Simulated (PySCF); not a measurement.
C₃H₅BO₃, SMILES C1=C(B(O)O)CO1.

Geometry: PBE0-D3(BJ)/def2-SVP. This is a generated structure with no PubChem entry under its InChIKey; it may be hypothetical. One conformer was computed; it need not be the lowest.

Level of theory: PBE/def2-TZVP run with PySCF.

The molecule is in vacuum.

Computed frontier levels, gap, dipole moment and polarisability:
```
Quantity                                                                                                        Result
---------------------------------------------------------------------------------------------  -----------------------
highest occupied level                                                                                        -5.79 eV
lowest empty level                                                                                            -1.50 eV
orbital gap                                                                                                    4.29 eV
dipole moment                                                                                                0.457 e·Å
quadrupole, principal values (traceless, Buckingham form, about the centre of nuclear charge)  -18.25, 0.66, 17.59 D·Å
mean static polarisability                                                                        59.2 bohr³ (8.77 Å³)
polarisability, principal values                                                                40.8, 64.7, 72.0 bohr³
```
